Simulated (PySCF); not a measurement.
PbFI, SMILES [I][Pb][F] (connectivity only; charge and spin as stated), neutral, multiplicity 1.

The structure is a stationary point at B3LYP-D3(BJ)/def2-TZVP. The def2 effective core potentials stand for the cores of I, Pb; spin–orbit coupling is left out.

The numbers are results of B3LYP-D3(BJ)/def2-TZVP in PySCF 2.14.0, not measurements.

Frequencies are harmonic and unscaled.

Computed vibrational spectrum:
| mode | ν (cm⁻¹) | IR (km/mol) | moving atoms (share of kinetic energy) |
|---|---|---|---|
| 1 | 103 | 3.2 | F 80 %, I 15 % |
| 2 | 163 | 27.0 | I 56 %, Pb 41 % |
| 3 | 515 | 102.6 | F 92 %, Pb 8 % |
